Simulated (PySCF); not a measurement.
Computed structure and properties of Tm(SH)3

System: Tm(SH)3 (singlet in the valence; each metal's 4f electrons, 12 of them, lie in its core potential, out of spins and levels); start: displaced along the imaginary mode (C3). Method: PySCF 2.14.0, RKS PBE0, Tm lcecp-1-SVP with ECP58, S def2-SVP, H def2-SVP; non-relativistic Hamiltonian with scalar-relativistic core potentials where named; density fitting; no spin-orbit coupling.

Input of the relaxation:

```python
mol = gto.M(atom='''
Tm    -0.00000    -0.00000    -0.27695
S      2.44741    -0.00699     0.43248
H      2.15998     0.24997     1.75436
S     -1.21765     2.12302     0.43248
H     -1.29647     1.74561     1.75436
S     -1.22976    -2.11603     0.43248
H     -0.86351    -1.99558     1.75436''',
    basis={'Tm': 'lcecp-1-SVP', 'S': 'def2-SVP', 'H': 'def2-SVP'},
    ecp={'Tm': 'lcecp-1-SVP'},
    charge=0, spin=0)
mf = dft.RKS(mol, xc='PBE0')
mf.grids.atom_grid = (50, 194)  # f atoms: unpruned, at least (60, 302)
mf = mf.density_fit()  # fitting sets: Tm AutoAux, S def2-universal-JKFIT, H def2-universal-JKFIT
mf.conv_tol = 1e-08; mf.max_cycle = 55
mf.kernel(dm0)  # dm0: converged density of the start geometry
# quasi-Newton relaxation in Cartesian coordinates to a largest gradient under 0.00045 Eh/bohr, steps kept in the point group
```

Run from Python with OMP_NUM_THREADS=2; the lines above give its settings. Where DIIS fails, smearing, a level shift and second-order steps follow.
It took 2.1 min on 2 threads of Intel(R) Xeon(R) Platinum 8488C (Sapphire Rapids), with other jobs on the host, from the converged density of the start.

Course of the relaxation:

| step | energy above end (eV) | largest force component within the symmetry (eV/Å) |
| --- | --- | --- |
| 0 | 0.4332 | 0.578 |
| 1 | 0.3919 | 0.184 |
| 2 | 0.3384 | 0.526 |
| 3 | 0.3159 | 0.838 |
| 4 | 0.2352 | 0.201 |
| 5 | 0.1852 | 0.448 |
| 6 | 0.1494 | 0.312 |
| 7 | 0.1189 | 0.152 |
| 17 | 0.0149 | 0.091 |
| 18 | 0.0101 | 0.064 |
| 19 | 0.0050 | 0.060 |
| 20 | 0.0034 | 0.069 |
| 21 | 0.0008 | 0.056 |
| 22 | 0.0000 | 0.006 |
(The steps between are left out.)

Relaxed geometry (C3, nearly planar):

```xyz
7

Tm    0.0000    0.0000    0.8554
S     2.5065   -0.4276    0.8783
H     2.8213    0.8897    0.9311
S    -0.8830    2.3845    0.8783
H    -2.1812    1.9984    0.9311
S    -1.6236   -1.9569    0.8783
H    -0.6401   -2.8882    0.9311
```

| contact | Å |
| --- | --- |
| Tm1–S2 (SH) | 2.543 |
| Tm1–S4 (SH) | 2.543 |
| Tm1–S6 (SH) | 2.543 |

On the finer grid (75, 302):

```json
{"HOMO": "-7.51 eV", "LUMO": "-2.42 eV", "Dipole about the centre of mass": "0.04 D", "Set of Mulliken populations of Tm1 outside the core potential": "s 2.41, p 6.40, d 1.35, f 0.03", "D3(BJ) dispersion energy (not in the energies)": "-0.180 eV"}
```

| atom | Mulliken (e) | Löwdin (e) | spin (e) |
| --- | --- | --- | --- |
| Tm1 | 0.81 | -0.10 | 0.00 |
| S2 | -0.39 | 0.01 | 0.00 |
| H3 | 0.12 | 0.03 | 0.00 |
| S4 | -0.39 | 0.01 | 0.00 |
| H5 | 0.12 | 0.03 | 0.00 |
| S6 | -0.39 | 0.01 | 0.00 |
| H7 | 0.12 | 0.03 | 0.00 |

The 4f levels lie in the core potential and are missing. Their spin isn't counted.

On the grid (50, 194), as all that follows. Harmonic modes: a minimum within the noise of the softest modes; lowest 30 cm⁻¹ (negative: unstable), highest 2685 cm⁻¹, zero-point energy 0.677 eV.

Taking off one SH (charge -1, singlet; the rest: singlet) in vacuum, both parts rigid, costs 9.31 eV; the small basis without counterpoise inflates it. Most of it is the attraction of opposite charges; other ways to part are cheaper, and one spin state was tried for the rest.

Rigid scan of SH along the line from its metal:

distance to S2 (Å), energy (eV) and a bar:
```
     2.24      0.667 #######
     2.34      0.261 ###
     2.44      0.058 #
     2.54      0.000 
     2.64      0.045 
     2.74      0.162 ##
     2.94      0.523 #####
     3.24      1.197 ############
     3.64      2.085 #####################
     4.14      3.005 ##############################
```

One start shape was tried, so this needn't be the lowest isomer.

An lcecp potential fixes the number of 4f electrons, so in runs with it no electron can move into or out of that shell.
